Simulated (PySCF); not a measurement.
**Electronic structure of Sn (tin, neutral) at the UHF level**

Configuration: [Kr] 4d10 5s2 5p1 6s1, high-spin 3P determinant (an excited configuration). Calculation: PySCF 2.14, in dyall-av2z (22s16p12d, 130 functions); no relativity, point nucleus.

| Item | Value |
| --- | --- |
| Total energy | -6022.766897 hartree |
| One-electron energy | -8296.1725 hartree |
| Hartree (Coulomb) energy | 2432.0916 hartree |
| Exchange energy | -158.6860 hartree |
| Kinetic energy | 6022.85640 hartree |
| ⟨S²⟩ | 2.0118 |
| ⟨L²⟩ | 2.044 |
| Sum of ⟨r⟩ | 39.31 bohr |
| Sum of ⟨r²⟩ | 94.06 bohr² |
| Traceless quadrupole moment −½Σ⟨3z² − r²⟩ along its main axis | -3.39 e·bohr² |
| Density at the nucleus (Gaussians lack the cusp) | 87600 bohr⁻³ |
| Spin density at the nucleus | 1.73 bohr⁻³ |
| Langevin diamagnetic susceptibility | -74.5 ×10⁻⁶ cm³/mol |

```csv
shell,electrons,mean orbital energy (hartree),spread (hartree),"rms radius, mean of both spins (bohr)"
1s α,1,-1041.35219,0,0.0352
1s β,1,-1041.35046,0,0.0352
2s α,1,-157.10521,0,0.142
2s β,1,-157.10453,0,0.142
2p α,3,-146.61657,0.00033,0.124
2p β,3,-146.61544,0.00231,0.124
3s α,1,-31.72718,0,0.374
3s β,1,-31.72497,0,0.374
3p α,3,-27.33648,0.00130,0.368
3p β,3,-27.33401,0.00725,0.368
3d α,5,-19.29022,0.00424,0.341
3d β,5,-19.28951,0.00604,0.341
4s α,1,-5.64242,0,0.903
4s β,1,-5.63720,0,0.903
4p α,3,-4.09699,0.00281,0.963
4p β,3,-4.09212,0.01727,0.963
4d α,5,-1.49723,0.01250,1.17
4d β,5,-1.49313,0.01947,1.17
5s α,1,-0.61216,0,2.64
5s β,1,-0.53170,0,2.64
5p α,1,-0.35382,0,3.30
6s α,1,-0.09429,0,6.78
```

A non-relativistic calculation at this Z misses sizeable relativistic shifts. The outer electron is Rydberg-like, and this basis confines it to a smaller radius and binds it less than a complete one would.

Spin-orbit constants ζ (cm⁻¹) from the X2C one-electron operator on these orbitals (non-relativistic here): bare nucleus, nucleus screened by l(l+1)(2l+1)/3 electrons, and screened by the Breit-Pauli mean field of the electrons.

| shell | bare | screened nucleus | mean field |
| --- | --- | --- | --- |
| 2p | 1066000 | 1023000 | 1002000 |
| 3p | 192500 | 184800 | 180100 |
| 3d | 33720 | 26970 | 25960 |
| 4p | 32380 | 31080 | 30220 |
| 4d | 3980 | 3184 | 2996 |
| 5p | 2084 | 2000 | 1937 |

To first order the Landé constant is A = 968.4 cm⁻¹, so the lowest level has J = 0 and lies 0.240 eV below the centre of the term. This holds in LS coupling only.
